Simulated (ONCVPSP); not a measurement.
## Ni: excitation energies, all-electron against ONCV

ONCVPSP 4.0.1 input, shortened (lines: element, Z, core and valence counts, functional; n l f; lmax; l rc ep ncon nbas qcut; lloc lpopt rc5 dvloc0; l nproj debl; icmod fcfact rcfact), PBE, scalar-relativistic:

```
  Ni 28.00    3    4        4      upf
    1    0    2.00
    2    0    2.00
    2    1    6.00
    3    0    2.00
    3    1    6.00
    3    2    8.00
    4    0    1.00
    2
    0    1.00    0.00    4    8    9.20
    1    0.95    0.00    3    7   13.70
    2    0.80    0.00    4    6   10.10
    4    3    0.70    3.00
    0    2    2.40
    1    3    2.40
    2    3    0.40
    3    5.75    1.30
```

In the p channel the program set the typed energies aside and used -2.959, 0.250, 2.650 Ha. In the d channel the program set the typed energies aside and used -0.659, 0.250, 0.650 Ha.

Energies are relative to the spin-unpolarised reference configuration 3s2 3p6 3d8 4s1; without spin polarisation the order of configurations can differ from experiment.

Question: Give the all-electron excitation energy and the error of the potential for: 3s2 3p6 3d8 4s2; 3s2 3p6 3d8 4s0; 3s2 3p6 3d7 4s0; 3s2 3p6 3d8 4s0 4p2.

Answer:

```tsv
valence configuration	charge	ΔE all-electron (eV)	error AE − PS (meV)
3s2 3p6 3d8 4s2	0	-9.323	+1.0
3s2 3p6 3d8 4s0	+2	17.351	-0.7
3s2 3p6 3d7 4s0	+3	54.817	-4.0
3s2 3p6 3d8 4s0 4p2	0	0.180	0.0
```
